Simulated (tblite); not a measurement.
C6H8FNS (charge -1 and doublet state).
Numbering: `[F:1]/[C:2](=[C:3]/[S-:4])[CH2:5][NH:6][CH:7]1[CH2:8][CH2:9]1` (hydrogens: H10, H11 on C5; H12 on N6; H13 on C7; H14, H15 on C8; H16, H17 on C9)

Geometry (GFN2-xTB, Å), atoms numbered from 1 in this order:
```
atom  x, y, z in Å
F1     2.3917   -2.1565   -0.3338
C2     2.1088   -0.7536   -0.3437
C3     2.4677   -0.0570   -1.3926
S4     2.3810    1.5113   -1.8920
C5     1.3416   -0.3946    0.9025
N6    -0.0822   -0.7637    0.8655
C7    -0.8165    0.0372   -0.0704
C8    -2.3097    0.0502    0.0430
C9    -1.5146    1.2489    0.4702
H10    1.7772   -0.9094    1.7682
H11    1.4002    0.6854    1.0543
H12   -0.1391   -1.7433    0.5881
H13   -0.3888    0.1260   -1.0696
H14   -2.7534   -0.5560    0.8191
H15   -2.8982    0.1124   -0.8610
H16   -1.5450    2.1394   -0.1391
H17   -1.4276    1.4351    1.5296
```

All values are computed: GFN2-xTB (tblite) harmonic vibrations without scaling, gas phase. This tight-binding method is rough: wavenumbers can miss measured ones by several per cent, in bad cases by 10 to 20. One conformer, not necessarily the lowest. Open shells enter through the occupations alone, without spin polarisation, and single modes of such species can be off by tens of per cent.

Harmonic wavenumbers (cm⁻¹): 28.3, 44.5, 68.1, 122.1, 168.3, 239.7, 255.2, 347.6, 377.8, 423.3, 438.2, 537.4, 716.7, 792.8, 824.4, 847.3, 851.6, 879.2, 966.2, 998.2, 1028.9, 1046.0, 1055.7, 1077.9, 1082.7, 1107.6, 1155.9, 1161.6, 1219.1, 1252.8, 1284.0, 1366.1, 1384.5, 1426.4, 1445.5, 1483.1, 1681.1, 2893.8, 2944.2, 2976.6, 3069.9, 3080.0, 3085.5, 3104.2, 3302.2.

A = 1703, B = 915.1, C = 658.4 MHz; mass 145.036 u (most abundant isotopes); point group C1, symmetry number 1; spin multiplicity 2.

Zero-point energy?

Half the sum of the wavenumbers: 27821 cm⁻¹ = 79.55 kcal/mol.

Give the ideal-gas entropy at 400 K and 1 bar in the rigid-rotor, harmonic-oscillator model (classical rotation).

Translation 42.31, rotation 31.00, vibration 40.47, spin (R ln 2) 1.38: S = 115.2 cal/(mol K).

And Cp and H(400 K) − H(0)?

Cp = 45.52 cal/(mol K), of which vibrations give 37.58 (their classical limit is 45 R = 89.4); H(400 K) − H(0) = 10.98 kcal/mol without the zero-point energy, 7.81 from vibrations.

Which modes carry the vibrational entropy at 400 K?

28.3 cm⁻¹: 6.53; 44.5 cm⁻¹: 5.63; 68.1 cm⁻¹: 4.79; 122.1 cm⁻¹: 3.64; 168.3 cm⁻¹: 3.01; 239.7 cm⁻¹: 2.34 cal/(mol K); the other 39 give 14.52 together.

What must be added to the electronic energy to get the Gibbs energy at 400 K and 1 bar?

ZPE + [H(400 K) − H(0)] − T·S = 79.55 + 10.98 − 46.06 = 44.47 kcal/mol.

How do the functions run with temperature in this model?

```json
{"T (K)": "150", "S (cal/(mol K))": "83.5", "Cp (cal/(mol K))": "23.1", "H − H(0) (kcal/mol)": "2.45", "G − H(0) (kcal/mol)": "-10.07", "ln q(vib)": "4.12"}
{"T (K)": "250", "S (cal/(mol K))": "97.2", "Cp (cal/(mol K))": "31.7", "H − H(0) (kcal/mol)": "5.18", "G − H(0) (kcal/mol)": "-19.13", "ln q(vib)": "6.79"}
{"T (K)": "298.15", "S (cal/(mol K))": "103.2", "Cp (cal/(mol K))": "36.2", "H − H(0) (kcal/mol)": "6.81", "G − H(0) (kcal/mol)": "-23.95", "ln q(vib)": "8.02"}
{"T (K)": "600", "S (cal/(mol K))": "136.5", "Cp (cal/(mol K))": "59.6", "H − H(0) (kcal/mol)": "21.59", "G − H(0) (kcal/mol)": "-60.29", "ln q(vib)": "15.36"}
{"T (K)": "900", "S (cal/(mol K))": "163.3", "Cp (cal/(mol K))": "72.3", "H − H(0) (kcal/mol)": "41.55", "G − H(0) (kcal/mol)": "-105.40", "ln q(vib)": "22.10"}
```

q(vib) and H(0) count from the zero-point level.

Hindered rotation and anharmonicity are outside this model. Other conformers, if any are populated, would add a mixing term that is left out. The structure is chiral; the term R ln 2 for an equal mix with its mirror image is left out.

Time: 0.57 s. Hardware: an Arm Neoverse V2 with one thread, no GPU, shared host. This covers the Hessian and the dipole derivatives.
